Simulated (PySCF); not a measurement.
ClTl, charge +1, doublet, at the geometry of the source list (a state made from the parent by changing its charge; the spin is typed, not shown lowest) (core potentials on Tl), atoms displaced at random by about 0.1 Å a coordinate. Base run: PBE/def2-SVP run with PySCF.

Input for PySCF:
```python
from pyscf import gto, scf, dft
from pyscf.geomopt import geometric_solver

mol = gto.Mole()
mol.atom = '''
    Tl   -0.912925   -0.661832   -0.730195
    Cl    0.758860    0.762641    0.697761
'''
mol.basis = 'def2-svp'
mol.ecp = {'Tl': 'def2-svp'}
mol.charge = 1
mol.spin = 1
mol.verbose = 3
mol.build()

def method(m):
    mf = dft.UKS(m)
    mf.xc = 'pbe'
    return mf

conv, mol_eq = geometric_solver.kernel(method(mol), maxsteps=100)
print('optimisation converged:', conv)
print(mol_eq.tostring(format='xyz'))
mf = method(mol_eq)
mf.kernel()
```

Each row names what was changed in the base input (with any setting that the change needs).

| change | ΔE vs base (kcal/mol) | optimiser steps | core-seconds (rough) | outcome |
|---|---|---|---|---|
| base | 0.000 | 4 | 10 | converged |
| coordsys = prim | 0.000 | 4 | 10 | converged |
| trust = 0.5 | 0.000 | 4 | 10 | converged |
| convergence_set = GAU_TIGHT | - | - | - | not converged |
| coordsys = cart | 0.000 | 4 | 10 | converged |
| convergence_set = GAU_LOOSE | 0.000 | 4 | 10 | converged |
| convergence_set = TURBOMOLE | 0.000 | 5 | 20 | converged |

Open shells are given as the SCF converged; they aren't shown to be the lowest states, and a large step between rows can be another state.
